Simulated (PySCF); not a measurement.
IHfN: one-bond stretch

Level of theory: PBE0 in PySCF with Hf def2-TZVP with ECP60, N def2-TZVP, I def2-TZVP with ECP28; scalar-relativistic core potentials, no spin–orbit coupling; density-fitted integrals.

Rigid scan from the singlet minimum (Hf–I 2.746 Å, Hf–N 1.718 Å; I–Hf–N 110.3°). Coordinate: the bond from Hf to the last atom (I) scaled, the rest fixed. Energies in kJ/mol from the minimum.

(1) Predict the curve at 0.92, 0.96, 1.00, 1.05, 1.12, 1.20, 1.35, 1.55, 1.80, 2.20.

Answers

(1) 
```csv
scale of one bond,E (kJ/mol),dipole size (D)
0.92,27.6,6.56
0.96,6.0,6.70
1.00,0.0,6.87
1.05,7.0,7.12
1.12,32.5,7.51
1.20,71.6,8.01
1.35,148.0,8.96
1.55,231.2,–
1.80,299.4,–
2.20,353.1,–
```

At long bonds a restricted determinant can lie too high, and another spin state can fall below this curve.

No spin–orbit coupling is included, which matters more the heavier the element.
